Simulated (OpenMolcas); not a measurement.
Lines of Pd²⁺: computed and rescaled rates

```
Program             : OpenMolcas 26.06
Method              : CASSCF
Basis               : ANO-RCC-VTZP [7s6p4d2f1g]
Scalar Hamiltonian  : DKH2, point nucleus
Active space        : 8 electrons in 6 orbitals (4d 5s)
State averaging     : 2S+1 = 3 even, 55 roots; 2S+1 = 5 even, 10 roots kept (CI in the orbitals of an earlier block); 2S+1 = 1 even, 43 roots kept (CI in the orbitals of an earlier block)
Spin-orbit coupling : state interaction with AMFI integrals over the reference wave functions, term energies averaged over their components
```

Rates come from the transition moments of the reference wave functions (E1 and E2 in the length form). At fixed line strength A goes as λ^-3 for E1 and M1 and as λ^-5 for E2, so a rate at the computed wavelength can be rescaled to the measured one. Measured vacuum wavelengths follow from level energies in Moore, Atomic Energy Levels, vol. III, NSRDS-NBS 35 (1971 reprint of NBS Circular 467, 1958). Branching counts decays inside the model space alone, at computed energies, and the table is only a selection of the E2 and M1 lines, drawn from those between levels with measured partners whose computed energy lies within a factor of 1.5 of the measured one.

```
     Upper       Lower  Type  λ computed (nm)  λ measured (nm)  A computed (s-1)  A rescaled (s-1)  Branching %
4d7 5s 3G5     4d8 3F4    E2            145.8            142.9          2.04e+02          2.26e+02         97.2
4d7 5s 3G4     4d8 3F3    E2            150.8            147.5          1.66e+02          1.85e+02         89.9
4d7 5s 3G3     4d8 3F2    E2            151.1            146.8          1.44e+02          1.66e+02         81.5
4d7 5s 5P2     4d8 3F4    E2            152.1              152          7.44e+00                           46.2
4d7 5s 5P2     4d8 3F3    E2            160.2            159.9          5.02e+00                           31.1
4d7 5s 5P1     4d8 3F3    E2            157.1            156.4          2.20e+00                           33.3
4d7 5s 5F4     4d8 3F4    E2            196.1            181.5          1.93e+00                           81.3
   4d8 1G4     4d8 3F4    M1            453.7            559.3          1.88e+00                           72.7
4d7 5s 5P3     4d8 3F3    E2              161            160.1          1.62e+00                           62.7
   4d8 3F3     4d8 3F4    M1             3033             3096          9.32e-01          8.76e-01        100.0
4d7 5s 5F3     4d8 3F3    E2            202.9            186.9          8.87e-01                           69.2
   4d8 1G4     4d8 3F3    M1            533.5            682.6          6.97e-01                           27.0
4d7 5s 5F5     4d8 3F4    E2            204.4              189          5.80e-01                           95.3
4d7 5s 5F2     4d8 3F2    E2            205.6            188.1          4.85e-01                           55.3
4d7 5s 5F1     4d8 3F2    E2            202.8            185.7          4.22e-01                           50.1
4d7 5s 5F1     4d8 3F3    E2            195.8            180.8          3.24e-01                           38.4
4d7 5s 5F3  4d7 5s 5F4    M1             6289             6051          2.87e-01          3.22e-01         22.3
   4d8 3F2     4d8 3F3    M1             5727             6861          1.80e-01          1.05e-01        100.0
4d7 5s 5F2     4d8 3F4    E2            186.3            172.9          1.64e-01                           18.7
   4d8 3P0     4d8 3F2    E2            778.9             1110          7.18e-02          1.22e-02         96.9
```

Spin-changing lines and M1 lines between different terms are not rescaled, since their strength hangs on the term gaps too.

The largest correction is for 4d8 3P0 → 4d8 3F2 (E2): 7.18e-02 × (778.9 / 1110)^5 = 1.22e-02 s-1, a factor of 0.17.

The computed rate and branching of 4d8 3F3 → 4d8 3F4 give the upper level a radiative lifetime of 1.000 / 9.32e-01 s-1 = 1.07e+00 s, counting decays inside the model space alone. The rescaled rate gives about 1.1e+00 s.

These are rates of the free ion; in crystals, glasses and complexes forced electric-dipole and non-radiative decay shorten such lifetimes by orders of magnitude. No measured rate stands beside these. Rescaling mends the energy factor alone: line strengths can still be far off where a level mixes with configurations outside the active space, and weak or spin-changing lines hang on small mixing coefficients that depend on the term gaps too, so rescaling need not improve them.

Without dynamic correlation excited terms often stand tens of per cent too high (terms of higher spin than the ground term too low), and those without a measured partner can miss by more than the paired ones. Terms from blocks run as CI alone lack orbitals of their own. A single d shell beside an s shell can misplace configurations of different d count against each other. Computed and measured levels are paired by configuration, term and J; levels that our copy of the source lacks, or whose pairing is in doubt (as where it misses far off the trend of its configuration), stay unpaired. Only configurations of the active space appear.
